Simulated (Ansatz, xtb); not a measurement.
System: CdCl, net charge 0, doublet state. The spin state was set by rule; other spins were not relaxed. 
Geometry from a B3LYP-D3(BJ)/def2-TZVP (Ansatz, a quantum-chemistry and plane-wave program) optimisation:
```
Cd
Cl 1 2.3992
```
Charge 0, spin multiplicity 2.

Harmonic wavenumbers from GFN2-xTB (xtb, at its own minimum), cm⁻¹: 227.

Q: Give the harmonic wavenumbers at B3LYP-D3(BJ)/def2-TZVP (Ansatz, finite differences of forces, unscaled).

A: 288 cm⁻¹. Zero-point energy 0.4 kcal/mol.

Q: From these and the geometry, give the ideal-gas thermochemistry at 298.15 K and 1 atm (rigid rotor, harmonic oscillator).

A: Point group C∞v, rotational symmetry number 1. Rotational constants 3.258, 3.258 GHz. S(trans) 40.88, S(rot) 17.00, S(vib) 1.49, S(elec, spin only) 1.38, S 60.7 cal/(mol K). H(298) - H(0) 2.35 kcal/mol; G - E(el) -15.4 kcal/mol.
